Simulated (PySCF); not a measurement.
## Static response to an electric field

Species: C3H12N2Si2.
Cartesian coordinates in Å at the GFN2-xTB level; atoms count from 1:
```xyz
19
C3H12N2Si2 angstrom
C     -3.769    0.649    0.351
C     -2.616    0.043    0.562
C     -1.753   -0.546   -0.511
N     -0.419    0.011   -0.510
Si     0.842   -0.600    0.489
Si     2.689    0.653   -0.016
N      4.000   -0.216    0.693
H     -4.349    1.077    1.151
H     -4.191    0.733   -0.638
H     -2.200   -0.027    1.558
H     -2.216   -0.390   -1.493
H     -1.652   -1.622   -0.345
H     -0.441    1.001   -0.705
H      0.898   -2.029    0.124
H      0.508   -0.626    1.933
H      2.776    1.968    0.635
H      2.885    0.937   -1.455
H      4.918    0.199    0.681
H      4.081   -1.204    0.521
```

Level: B3LYP/def2-SVPD (PySCF), static field, nuclei fixed, core orbitals frozen in the response. The polarisability tensor in these axes (au):

```
x   141.99  -3.19   1.34
y    -3.19  96.76  -2.65
z     1.34  -2.65  94.71
```

**Question.** Give the principal values, the mean and the anisotropy Δα = √{½[(α1 − α2)² + (α2 − α3)² + (α1 − α3)²]}.

**Answer.** Principal values 92.88, 98.31 and 142.26 au; mean 111.15 au = 16.47 Å³ = 18.33 × 10⁻⁴⁰ C²·m²/J; Δα = 46.90 au (42 % of the mean).

**Question.** What is the dipole moment, and where does it point?

**Answer.** (0.35, 0.04, -0.51) D, 0.62 D in size, pointing from the negative to the positive side. Measured along this direction, the outermost atoms are H8 at the negative end and H17 at the positive end.

**Question.** What are the principal values of the traceless quadrupole moment, Θ = ½Σq(3rr − r²1), about the centre of nuclear charge?

**Answer.** -7.13, -2.83, 9.96 D·Å. The values depend on the origin, since the dipole doesn't vanish. The electronic extent ⟨r²⟩ about the same centre is 2001 bohr², a root-mean-square distance of 2.79 Å for the 72 electrons.

**Question.** What molar refraction does this α imply?

**Answer.** Lorentz–Lorenz: R = (4π/3)N_A α = 2.5225 cm³/(mol·Å³) × 16.47 Å³ = 41.5 cm³/mol, in the limit of long wavelengths.

**Question.** Along which axes do the principal values lie, and how far do the nuclei extend along each?

**Answer.** Largest value along (1.00, -0.07, 0.03), where the nuclei span 9.29 Å; middle along (0.08, 0.82, -0.57), 3.48 Å; least along (0.01, 0.57, 0.82), 3.17 Å. The response follows the extents in order.

Isolated species at its GFN2-xTB geometry (one conformer only).
